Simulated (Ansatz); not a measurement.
`N[BH][GeH3]` + `BO` → `B[O][GeH3]` + `BN` at 298.15 K and 1 bar (cleavage of the Ge–B bond).

Program: Ansatz. Geometries: PBE0-D4/def2-TZVP. ΔE: electronic, gas phase. CBS: MP2 limit from def2 TZ/QZ plus the TZ coupled-cluster correction, frozen cores. This one scheme is used for every species. For Ge outer-core shells are correlated without core-valence functions, which leaves a few kJ/mol of doubt a bond. Scalar relativity is left out up to krypton. One conformer a species, not always the lowest.

```
      species  CCSD(T)/CBS energy (Eh)  H − E (kJ/mol)  S (J/(mol·K))
`N[BH][GeH3]`              -2159.24602           183.3          308.5
         `BO`               -101.80414           103.5          230.4
 `B[O][GeH3]`              -2179.12438           144.5          304.9
         `BN`                -81.93499           137.2          228.1
```

H − E and S are ideal-gas, rigid-rotor, harmonic terms from PBE0-D4/def2-TZVP, for one conformer and one mirror image of each species. 1 Eh = 2625.50 kJ/mol, R = 8.31446 J/(mol·K).

Task: By hand: ΔE, ΔH, ΔS and ΔG.

Result: ΔE = (-2179.12438) + (-81.93499) − (-2159.24602) − (-101.80414) = -0.00921 Eh = -24.2 kJ/mol. Δ(H − E) = 144.5 + 137.2 − 183.3 − 103.5 = -5.1, so ΔH = -29.3 kJ/mol. ΔS = 304.9 + 228.1 − 308.5 − 230.4 = -5.9 J/(mol·K). ΔG = -29.3 − 298.15 × (-5.9)/1000 = -27.5 kJ/mol.

Task: By hand: the equilibrium constant, and the temperature at which ΔG would vanish if ΔH and ΔS stayed fixed.

Result: log₁₀ K = −ΔG/(RT ln 10) = 4.8. ΔG = 0 at ΔH/ΔS = 4966 K, far beyond where these terms or the molecules hold.

The number of gas molecules stays the same, so ΔS is small and ΔH decides. A doubt of 5 kJ/mol in ΔE shifts log₁₀ K by 0.9 here. Other conformers and mirror images would add mixing entropy, several J/(mol·K) or more a flexible species. These are equilibria of isolated gas molecules and say nothing of rates. Largest T1 diagnostic: 0.014 (customary marks: 0.02 for closed shells, 0.045 for open ones).
